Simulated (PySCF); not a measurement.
# Partial charges of `CC(C)(F)C[C@](C)(F)CF`

C7H13F3.
Atom-mapped SMILES: `[CH3:1][C:2]([CH3:3])([F:4])[CH2:5][C@:6]([CH3:7])([F:8])[CH2:9][F:10]` (hydrogens: H11, H12, H13 on C1; H14, H15, H16 on C3; H17, H18 on C5; H19, H20, H21 on C7; H22, H23 on C9)

Geometry (GFN2-xTB, Å), atoms numbered from 1 in this order:
```xyz
23
C7H13F3 angstrom
C      1.780    0.701   -0.915
C      1.097   -0.584   -0.467
C      2.120   -1.597    0.048
F      0.498   -1.164   -1.589
C      0.014   -0.373    0.600
C     -1.072    0.676    0.336
C     -1.788    0.532   -0.999
F     -0.503    1.950    0.405
C     -2.087    0.652    1.494
F     -2.701   -0.568    1.571
H      1.072    1.380   -1.382
H      2.560    0.469   -1.637
H      2.222    1.201   -0.059
H      2.658   -1.190    0.899
H      1.623   -2.516    0.346
H      2.830   -1.831   -0.741
H      0.520   -0.100    1.529
H     -0.497   -1.326    0.753
H     -2.285   -0.433   -1.035
H     -1.089    0.594   -1.826
H     -2.527    1.323   -1.106
H     -1.586    0.829    2.451
H     -2.865    1.404    1.335
```

Density: PBE0/pcSseg-1 (PySCF); schemes: Mulliken, IAO, Hirshfeld and ESP-fitted. Geometry: GFN2-xTB, one conformer, isolated molecule.

Task: Atoms with like bonding are taken together and averaged. For which atoms does the sign change between the 4 schemes (beyond +0.03 e in one, beyond −0.03 e in another)?

Result: C2, C6 and C9.

Task: At which atom do the 4 schemes differ most?

Result: At C2: from -0.099 (Mulliken) to +0.752 e (ESP-fitted), 0.851 e apart.

Task: Do the Mulliken, IAO, Hirshfeld and ESP-fitted schemes agree on where the charge is lowest?

Result: The schemes don't all agree: Mulliken F4 (-0.338); IAO C7 (-0.437); Hirshfeld C7 (-0.136); ESP-fitted C1 (-0.644).

Task: Give the atomic charges in each scheme.

Result: In e; atoms taken as equivalent share a row and are averaged (×n: the atom named and its like, n in all):

```json
{"atom": "C1", "environment": "methyl carbon", "Mulliken": "-0.171", "IAO": "-0.433", "Hirshfeld": "-0.134", "ESP-fitted": "-0.644"}
{"atom": "C2", "environment": "sp3 C–F carbon", "Mulliken": "-0.099", "IAO": "+0.327", "Hirshfeld": "+0.115", "ESP-fitted": "+0.752"}
{"atom": "C3", "environment": "methyl carbon", "Mulliken": "-0.178", "IAO": "-0.431", "Hirshfeld": "-0.127", "ESP-fitted": "-0.640"}
{"atom": "F4", "environment": "alkyl fluorine", "Mulliken": "-0.338", "IAO": "-0.344", "Hirshfeld": "-0.103", "ESP-fitted": "-0.321"}
{"atom": "C5", "environment": "chain CH2 carbon", "Mulliken": "-0.089", "IAO": "-0.294", "Hirshfeld": "-0.091", "ESP-fitted": "-0.465"}
{"atom": "C6", "environment": "sp3 C–F carbon", "Mulliken": "-0.126", "IAO": "+0.306", "Hirshfeld": "+0.102", "ESP-fitted": "+0.495"}
{"atom": "C7", "environment": "methyl carbon", "Mulliken": "-0.169", "IAO": "-0.437", "Hirshfeld": "-0.136", "ESP-fitted": "-0.517"}
{"atom": "F8", "environment": "alkyl fluorine", "Mulliken": "-0.336", "IAO": "-0.339", "Hirshfeld": "-0.098", "ESP-fitted": "-0.305"}
{"atom": "C9", "environment": "sp3 C–F carbon", "Mulliken": "+0.255", "IAO": "+0.032", "Hirshfeld": "+0.016", "ESP-fitted": "-0.080"}
{"atom": "F10", "environment": "alkyl fluorine", "Mulliken": "-0.333", "IAO": "-0.324", "Hirshfeld": "-0.103", "ESP-fitted": "-0.208"}
{"atom": "H11/H12/H13", "environment": "methyl hydrogen", "Mulliken": "+0.120", "IAO": "+0.149", "Hirshfeld": "+0.041", "ESP-fitted": "+0.170"}
{"atom": "H14/H15/H16", "environment": "methyl hydrogen", "Mulliken": "+0.118", "IAO": "+0.147", "Hirshfeld": "+0.045", "ESP-fitted": "+0.163"}
{"atom": "H17", "environment": "methylene hydrogen", "Mulliken": "+0.124", "IAO": "+0.142", "Hirshfeld": "+0.043", "ESP-fitted": "+0.128"}
{"atom": "H18", "environment": "methylene hydrogen", "Mulliken": "+0.143", "IAO": "+0.158", "Hirshfeld": "+0.041", "ESP-fitted": "+0.137"}
{"atom": "H19/H20/H21", "environment": "methyl hydrogen", "Mulliken": "+0.128", "IAO": "+0.155", "Hirshfeld": "+0.042", "ESP-fitted": "+0.150"}
{"atom": "H22", "environment": "methylene hydrogen", "Mulliken": "+0.107", "IAO": "+0.141", "Hirshfeld": "+0.044", "ESP-fitted": "+0.104"}
{"atom": "H23", "environment": "methylene hydrogen", "Mulliken": "+0.113", "IAO": "+0.144", "Hirshfeld": "+0.046", "ESP-fitted": "+0.115"}
```

Mean size of the charges over all atoms: ESP-fitted 0.277 e, IAO 0.226 e, Mulliken 0.160 e, Hirshfeld 0.069 e. Each set sums to the total charge, 0, to within 0.001 e. The IAO scheme projects the occupied orbitals on a minimal set of polarised atomic orbitals and counts the electrons in each atom's part of it. The Mulliken scheme gives each basis function's population to the atom it is centred on and halves the overlap population of two atoms between them.

Some averages cover members that differ in this geometry: H11/H12/H13, ESP-fitted +0.154 to +0.186 e.

Task: How closely do the schemes follow one another over all atoms?

Result: Correlation coefficient and root-mean-square difference: IAO with Hirshfeld 1.00, 0.176 e; Hirshfeld with ESP-fitted 0.96, 0.266 e; IAO with ESP-fitted 0.95, 0.128 e; Mulliken with IAO 0.74, 0.171 e; Mulliken with Hirshfeld 0.71, 0.133 e; Mulliken with ESP-fitted 0.51, 0.292 e.

Task: Sum the charges by element.

Result: 
| element | atoms | Mulliken | IAO | Hirshfeld | ESP-fitted |
| --- | --- | --- | --- | --- | --- |
| C | 7 | -0.578 | -0.931 | -0.255 | -1.099 |
| F | 3 | -1.007 | -1.008 | -0.304 | -0.834 |
| H | 13 | +1.585 | +1.938 | +0.559 | +1.933 |
